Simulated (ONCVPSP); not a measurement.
Before and after: ONCV potential for lutetium

Lu, optimised norm-conserving Vanderbilt (ONCV), made with ONCVPSP 4.0.1 (LDA (Perdew-Wang 92), fully relativistic). Core [Kr] 4d10, reference 4f13 5s2 5p6 5d2 6s2. Waves: 5s+6s: rc 2.15 bohr, ncon 4, nbas 8, qcut 5.1 1/bohr, 2 projectors; 5p: rc 1.30 bohr, ncon 4, nbas 8, qcut 6.2 1/bohr, 2 projectors, debl 2.4 Ha; 5d: rc 1.90 bohr, ncon 4, nbas 9, qcut 5.9 1/bohr, 2 projectors, debl 0.8 Ha; 4f: rc 1.10 bohr, ncon 3, nbas 7, qcut 15.7 1/bohr, 1 projector. Local part: polynomial inside 0.75 bohr (lpopt 5, dvloc0 3 Ha). Core correction: Teter function, fcfact 6, rcfact 1.8.

Open shells are filled in proportion to 2j + 1.

All-electron outer shells of the reference configuration (LDA (PZ), scalar-relativistic, ld1.x):

| shell | level (eV) | outermost node (bohr) | outermost maximum (bohr) |
| --- | --- | --- | --- |
| 4d | -199.84 | 0.23 | 0.48 |
| 5s | -65.33 | 0.57 | 1.04 |
| 5p | -35.00 | 0.61 | 1.18 |
| 4f | -16.98 | – | 0.47 |
| 6s | -5.17 | 1.39 | 2.93 |
| 5d | -2.99 | 0.68 | 1.71 |

Change: core correction Teter function, fcfact 3.25, rcfact 1.25.

Cutoffs: the cutoffs (Ha) at which the residual kinetic energy of the hardest occupied pseudo-wave falls to 1 and 0.1 mHa per electron; they do not see the model core or the augmentation charge, which bear on the density cutoff. Errors are all-electron minus pseudo energies relative to the spin-unpolarised reference configuration.

Question: How do hardness, ghosts and transferability respond?

Answer: The potential gets neither clearly harder nor softer (105 Ha and 119 Ha → 105 Ha and 119 Ha); both files keep a bound ghost (s); of the 4 tests that both files solve, the error grows in 3 and shrinks in 1 by more than 15 % and 0.3 meV (median size 55.1 → 75.8 meV). A model core, the more so a compact one, raises the density cutoff, which this test does not measure.

```tsv
quantity	base	changed
cutoff, loose	105 Ha	105 Ha
cutoff, tight	119 Ha	119 Ha
bound ghosts	s	s
GHOST(+) flags under 300 eV	p3/2 at 35.8 eV, p1/2 at 94.6 eV, d5/2 at 195.8 eV, d3/2 at 204.0 eV	p3/2 at 35.8 eV, p1/2 at 94.6 eV, d5/2 at 195.8 eV, d3/2 at 204.0 eV
error for 4f14 5s2 5p6 5d1 6s2, meV [ΔE -10.83 eV]	-18	+2.4
error for 4f14 5s2 5p6 5d1 6s1, meV [ΔE -3.25 eV]	+26	+47
error for 4f14 5s2 5p6 5d1 6s0, meV [ΔE 10.32 eV]	+90	+110
error for 4f14 5s2 5p6 5d1 6s0 6p1, meV [ΔE 1.09 eV]	+84	+105
s: phases at 2.19 bohr within 0.05 rad from the reference energy up to (Ha; the scan ends near 5)	3.9	3.9
p3/2: phases at 1.32 bohr within 0.05 rad from the reference energy up to (Ha; the scan ends near 5)	to the end of the scan	to the end of the scan
p1/2: phases at 1.32 bohr within 0.05 rad from the reference energy up to (Ha; the scan ends near 5)	3.4	3.4
d5/2: phases at 1.93 bohr within 0.05 rad from the reference energy up to (Ha; the scan ends near 5)	3.6	3.6
d3/2: phases at 1.93 bohr within 0.05 rad from the reference energy up to (Ha; the scan ends near 5)	3.6	3.6
f7/2: phases at 1.12 bohr within 0.05 rad from the reference energy up to (Ha; the scan ends near 5)	1.9	1.9
f5/2: phases at 1.12 bohr within 0.05 rad from the reference energy up to (Ha; the scan ends near 5)	1.8	1.8
rms error of d²Exc/dni dnj with the model core, mHa	2.09	4.44
```

Base: These tests converged, but a pseudo level misses the all-electron one widely, so the file describes the atom poorly there or has found another state: 4f14 5s2 5p6 5d1 6s0 6p1: empty 6s by 5.4 eV. Changed file: These tests converged, but a pseudo level misses the all-electron one widely, so the file describes the atom poorly there or has found another state: 4f14 5s2 5p6 5d1 6s0 6p1: empty 6s by 5.4 eV. A true bound ghost makes a file unfit for plane-wave use even where its test errors are small: the radial tests pick states by their node count and pass the ghost by.
